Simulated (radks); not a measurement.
The numbers below are computed, except where a source is named.
Task: The tungsten ion W47+, configuration [Ar] 3d9. Level of theory: scalar-relativistic Kohn-Sham, PBEsol, spin-polarised, spherical densities, finite nucleus; open shells are filled with parallel spins first (spin-orbit coupling, left out, can overturn this in heavy ions); Fermi nuclear charge, rms radius 5.3658 fm (a radial shooting solver on a logarithmic mesh with Libxc functionals). Some entries of the table are withheld. Estimate them.

orbital  occ.  eigenvalue (Ry)  <1/r> (bohr^-1)
1s up       1        -5289.913            87.03
1s down     1        -5289.906            87.03
2s up       1        -1062.963            20.40
2s down     1        -1062.655            20.41
2p up       3        -953.3006            18.49
2p down     3        -953.0533            18.50
3s up       1        -373.2279            7.758
3s down     1        -372.8898            7.754
3p up       3        -340.5499            7.191
3p down     3        -340.2102            7.186
3d up       5              (1)            6.799
3d down     4              (2)            6.796

Result: 
(1) 3d up eigenvalue (Ry): -304.9840
(2) 3d down eigenvalue (Ry): -304.5645
